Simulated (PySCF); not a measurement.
Molecular orbitals of AlBr⁺

PBEsol at R = 2.189 Å; PySCF, no relativity, basis sets Al def2-TZVPPD, Br def2-TZVPPD. State: ²Σ⁺ (doublet), unpaired electrons σ ↑. Only the outer orbitals are listed, counted within each symmetry.

```json
{"spin": "α", "orbital": "10σ", "occ.": "1", "ε (eV)": "-25.64", "on Al (%)": "7", "main shells (%)": "92 Br s"}
{"spin": "α", "orbital": "11σ", "occ.": "1", "ε (eV)": "-16.58", "on Al (%)": "48", "main shells (%)": "46 Al s, 46 Br p"}
{"spin": "α", "orbital": "5π", "occ.": "1", "ε (eV)": "-13.72", "on Al (%)": "11", "main shells (%)": "89 Br p, 8 Al p"}
{"spin": "α", "orbital": "5π", "occ.": "1", "ε (eV)": "-13.72", "on Al (%)": "11", "main shells (%)": "89 Br p, 8 Al p"}
{"spin": "α", "orbital": "12σ", "occ.": "1", "ε (eV)": "-13.19", "on Al (%)": "73", "main shells (%)": "42 Al s, 29 Al p, 26 Br p"}
{"spin": "α", "orbital": "6π", "occ.": "0", "ε (eV)": "-8.94", "on Al (%)": "91", "main shells (%)": "90 Al p"}
{"spin": "α", "orbital": "6π", "occ.": "0", "ε (eV)": "-8.94", "on Al (%)": "91", "main shells (%)": "90 Al p"}
{"spin": "α", "orbital": "13σ", "occ.": "0", "ε (eV)": "-6.27", "on Al (%)": "80", "main shells (%)": "49 Al p, 27 Al d, 10 Br s"}
{"spin": "β", "orbital": "10σ", "occ.": "1", "ε (eV)": "-25.45", "on Al (%)": "8", "main shells (%)": "92 Br s"}
{"spin": "β", "orbital": "11σ", "occ.": "1", "ε (eV)": "-16.11", "on Al (%)": "42", "main shells (%)": "52 Br p, 37 Al s"}
{"spin": "β", "orbital": "5π", "occ.": "1", "ε (eV)": "-13.63", "on Al (%)": "10", "main shells (%)": "90 Br p"}
{"spin": "β", "orbital": "5π", "occ.": "1", "ε (eV)": "-13.63", "on Al (%)": "10", "main shells (%)": "90 Br p"}
{"spin": "β", "orbital": "12σ", "occ.": "0", "ε (eV)": "-11.67", "on Al (%)": "79", "main shells (%)": "59 Al s, 21 Br p, 18 Al p"}
{"spin": "β", "orbital": "6π", "occ.": "0", "ε (eV)": "-7.95", "on Al (%)": "91", "main shells (%)": "92 Al p"}
{"spin": "β", "orbital": "6π", "occ.": "0", "ε (eV)": "-7.95", "on Al (%)": "91", "main shells (%)": "92 Al p"}
```

Q: Which are the highest filled and the lowest empty level, where do they sit, and how wide is the gap?

A: Highest filled α 12σ at -13.19 eV (in %: 42 Al s, 29 Al p, 26 Br p); lowest empty β 12σ at -11.67 eV (in %: 59 Al s, 21 Br p, 18 Al p); the gap at PBEsol is 1.52 eV.

```json
{"bond order (Mayer)": "1.63", "⟨S²⟩": "0.753", "charge on Al (Mulliken, basis-dependent)": "0.79", "charge on Al (Löwdin, basis-dependent)": "0.58", "dipole moment (positive dipole points towards Br; it is taken about the centre of mass and depends on that origin)": "-6.72 D"}
```

Spin–orbit coupling is left out. The state is the lowest determinant that a PBE0 search found; another state may lie lower at other levels.
